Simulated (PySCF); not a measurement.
Simulation results for ClO2Si, BFH3OSi, CH5BOSi, BH3NOSi and others

Calculation on a computer-drawn molecule: the log of a Hartree-Fock and frozen-core CCSD(T) single point meant for a local Hartree-Fock minimum, with one planted fault or none, to be diagnosed. Offsets are logged minus clean, where the clean run is the same molecule without the fault. The reference is restricted for singlets and unrestricted otherwise, and also for a bond in bohr or an excited solution. Adding or removing an electron swaps singlet and doublet. The excited solution moves the top pair (singlet) or top alpha electron (doublet) to the lowest empty orbital. Highest occupied and lowest empty are orbital energies over both spins, largest force is the largest gradient component, triples share is (T) over the correlation energy, the T1 limit is 0.02 restricted and 0.045 unrestricted, electrons count all cores, a negative frequency is imaginary (commonest isotopes), and the dipole is about the centre of nuclear charge. Program: PySCF 2.14.0.

Common to all runs: logged SCF converged yes; logged CC converged yes; logged SCF stable within its kind yes; possible faults no fault, one electron removed, one electron added, multiplicity raised by two, geometry at a saddle point, SCF held on an excited solution, minimal basis STO-3G, one bond length entered in bohr, all coordinates scaled.

```json
{"entry": 1, "formula": "ClO2Si", "logged_structure": {"atoms_angstrom": [["O", -0.7713, 1.3832, -1.9522], ["Si", -0.6941, -0.0797, -1.3969], ["O", -1.4788, -0.9828, -0.3854], ["Cl", 0.9836, -1.1695, -2.2849]]}, "given": {"meant_charge": -1, "meant_multiplicity": 1, "meant_basis": "aug-cc-pV(D+d)Z", "logged_electrons": 48, "logged_basis_functions": 110, "logged_spin_squared": 0.0, "logged_highest_occupied [eV]": -6.7724, "logged_lowest_empty [eV]": 4.6656, "logged_largest_force [hartree/bohr]": 0.045317, "logged_T1_diagnostic": 0.020051, "logged_D1_diagnostic": 0.062176, "logged_triples_share": 0.037636, "logged_dipole_magnitude [debye]": 3.2579, "logged_energy_HF [hartree]": -898.34121, "logged_energy_CCSD(T) [hartree]": -899.03808, "drawn_bonds_atom": [1, 2, 2], "drawn_bonds_other_atom": [2, 3, 4], "drawn_bonds_order": [2, 1, 1]}, "results": {"planted_fault": "all coordinates scaled, by +3.1 %", "HF_energy_offset_from_clean_run [kcal/mol]": 3.552, "CCSD(T)_energy_offset_from_clean_run [kcal/mol]": -2.087}, "notes": ["T1 above single-reference limit"]}
{"entry": 2, "formula": "BFH3OSi", "logged_structure": {"atoms_angstrom": [["O", -0.7519, -0.5825, -1.7691], ["B", -0.1509, -0.1622, -2.9367], ["F", -0.8617, -0.6081, -4.0195], ["Si", 1.4465, 1.1105, -3.0623], ["H", -0.2367, -0.3088, -1.0298], ["H", 2.1397, 0.6854, -1.7567], ["H", 2.3191, 0.3444, -4.0515]]}, "given": {"meant_charge": -1, "meant_multiplicity": 1, "meant_basis": "aug-cc-pV(D+d)Z", "logged_electrons": 39, "logged_basis_functions": 128, "logged_spin_squared": 0.759, "logged_highest_occupied [eV]": -10.546, "logged_lowest_empty [eV]": -0.34511, "logged_largest_force [hartree/bohr]": 0.05305, "logged_T1_diagnostic": 0.017637, "logged_D1_diagnostic": 0.058216, "logged_triples_share": 0.028682, "logged_dipole_magnitude [debye]": 3.0223, "logged_energy_HF [hartree]": -489.7466, "logged_energy_CCSD(T) [hartree]": -490.36984, "drawn_bonds_atom": [1, 2, 2, 1, 4, 4], "drawn_bonds_other_atom": [2, 3, 4, 5, 6, 7], "drawn_bonds_order": [1, 1, 1, 1, 1, 1]}, "results": {"planted_fault": "one electron removed", "HF_energy_offset_from_clean_run [kcal/mol]": 24.57, "CCSD(T)_energy_offset_from_clean_run [kcal/mol]": 47.03}}
{"entry": 3, "formula": "CH5BOSi", "logged_structure": {"atoms_angstrom": [["O", 0.3133, 0.2967, -1.4276], ["B", 0.0627, -0.21, -0.2465], ["C", -0.1856, -0.7198, 1.0204], ["Si", 0.8646, -0.2717, 2.4669], ["H", 0.9131, -0.2026, -1.9667], ["H", -1.0267, -1.3936, 1.159], ["H", 1.5096, -1.4584, 3.0869], ["H", 0.0995, 0.406, 3.5443], ["H", 1.9438, 0.6488, 2.0211]]}, "given": {"meant_charge": 0, "meant_multiplicity": 1, "meant_basis": "cc-pV(D+d)Z", "logged_electrons": 37, "logged_basis_functions": 90, "logged_spin_squared": 0.7568, "logged_highest_occupied [eV]": -17.044, "logged_lowest_empty [eV]": -6.1538, "logged_largest_force [hartree/bohr]": 0.11241, "logged_T1_diagnostic": 0.020228, "logged_D1_diagnostic": 0.093353, "logged_triples_share": 0.027369, "logged_dipole_magnitude [debye]": 4.1199, "logged_energy_HF [hartree]": -429.00769, "logged_energy_CCSD(T) [hartree]": -429.5234, "drawn_bonds_atom": [1, 2, 3, 1, 3, 4, 4, 4], "drawn_bonds_other_atom": [2, 3, 4, 5, 6, 7, 8, 9], "drawn_bonds_order": [1, 2, 1, 1, 1, 1, 1, 1]}, "results": {"planted_fault": "one electron removed", "HF_energy_offset_from_clean_run [kcal/mol]": 169.7, "CCSD(T)_energy_offset_from_clean_run [kcal/mol]": 194.1}}
{"entry": 4, "formula": "BH3NOSi", "logged_structure": {"atoms_angstrom": [["O", -2.2105, -0.3784, -3.719], ["B", -0.4165, 0.1577, -2.0688], ["N", 0.48, 0.437, -1.2424], ["Si", 1.6583, 0.9551, -0.1418], ["H", -2.3139, -1.2968, -3.9264], ["H", 3.0214, 0.5739, -0.5916], ["H", 1.4219, 0.3864, 1.2096]]}, "given": {"meant_charge": 0, "meant_multiplicity": 2, "meant_basis": "cc-pV(D+d)Z", "logged_electrons": 37, "logged_basis_functions": 80, "logged_spin_squared": 1.6969, "logged_highest_occupied [eV]": -8.3427, "logged_lowest_empty [eV]": 1.4477, "logged_largest_force [hartree/bohr]": 0.018474, "logged_T1_diagnostic": 0.038352, "logged_D1_diagnostic": 0.17898, "logged_triples_share": 0.035382, "logged_dipole_magnitude [debye]": 2.5397, "logged_energy_HF [hartree]": -444.56761, "logged_energy_CCSD(T) [hartree]": -445.08159, "drawn_bonds_atom": [1, 2, 3, 1, 4, 4], "drawn_bonds_other_atom": [2, 3, 4, 5, 6, 7], "drawn_bonds_order": [1, 2, 1, 1, 1, 1]}, "results": {"planted_fault": "one bond length entered in bohr, row 1 of the drawn bonds", "HF_energy_offset_from_clean_run [kcal/mol]": 106.3, "CCSD(T)_energy_offset_from_clean_run [kcal/mol]": 124.0}}
{"entry": 5, "formula": "BH3NOSi", "logged_structure": {"atoms_angstrom": [["O", -2.2105, -0.3784, -3.719], ["B", -1.2612, -0.0947, -2.8458], ["N", -0.3647, 0.1845, -2.0194], ["Si", 0.8136, 0.7026, -0.9188], ["H", -2.3139, -1.2968, -3.9264], ["H", 2.1767, 0.3214, -1.3685], ["H", 0.5773, 0.1339, 0.4326]]}, "given": {"meant_charge": 0, "meant_multiplicity": 2, "meant_basis": "cc-pV(D+d)Z", "logged_electrons": 38, "logged_basis_functions": 80, "logged_spin_squared": 0.0, "logged_highest_occupied [eV]": 0.34067, "logged_lowest_empty [eV]": 7.62, "logged_largest_force [hartree/bohr]": 0.080497, "logged_T1_diagnostic": 0.016333, "logged_D1_diagnostic": 0.050855, "logged_triples_share": 0.030878, "logged_dipole_magnitude [debye]": 9.7223, "logged_energy_HF [hartree]": -444.68935, "logged_energy_CCSD(T) [hartree]": -445.26814, "drawn_bonds_atom": [1, 2, 3, 1, 4, 4], "drawn_bonds_other_atom": [2, 3, 4, 5, 6, 7], "drawn_bonds_order": [1, 2, 1, 1, 1, 1]}, "results": {"planted_fault": "one electron added", "HF_energy_offset_from_clean_run [kcal/mol]": 29.93, "CCSD(T)_energy_offset_from_clean_run [kcal/mol]": 6.962}, "notes": ["highest electron not bound in this basis"]}
{"entry": 6, "formula": "CH4AlBO", "logged_structure": {"atoms_angstrom": [["O", -1.7545, -3.0832, 1.2948], ["B", -1.6427, -1.8187, 0.9727], ["C", -1.4658, -0.4694, 0.6815], ["Al", 0.106, 0.3862, 1.3309], ["H", -1.3727, -3.6994, 0.6834], ["H", -2.2218, 0.0719, 0.1199], ["H", 0.3814, 1.9267, 1.0899], ["H", 1.175, -0.4826, 2.1223]]}, "given": {"meant_charge": 0, "meant_multiplicity": 1, "meant_basis": "cc-pV(D+d)Z", "logged_electrons": 37, "logged_basis_functions": 85, "logged_spin_squared": 0.7888, "logged_highest_occupied [eV]": 1.125, "logged_lowest_empty [eV]": 7.4072, "logged_largest_force [hartree/bohr]": 0.034078, "logged_T1_diagnostic": 0.018506, "logged_D1_diagnostic": 0.054429, "logged_triples_share": 0.031239, "logged_dipole_magnitude [debye]": 9.1917, "logged_energy_HF [hartree]": -381.62213, "logged_energy_CCSD(T) [hartree]": -382.14873, "drawn_bonds_atom": [1, 2, 3, 1, 3, 4, 4], "drawn_bonds_other_atom": [2, 3, 4, 5, 6, 7, 8], "drawn_bonds_order": [1, 2, 1, 1, 1, 1, 1]}, "results": {"planted_fault": "one electron added", "HF_energy_offset_from_clean_run [kcal/mol]": 36.1, "CCSD(T)_energy_offset_from_clean_run [kcal/mol]": 25.24}, "notes": ["highest electron not bound in this basis"]}
```
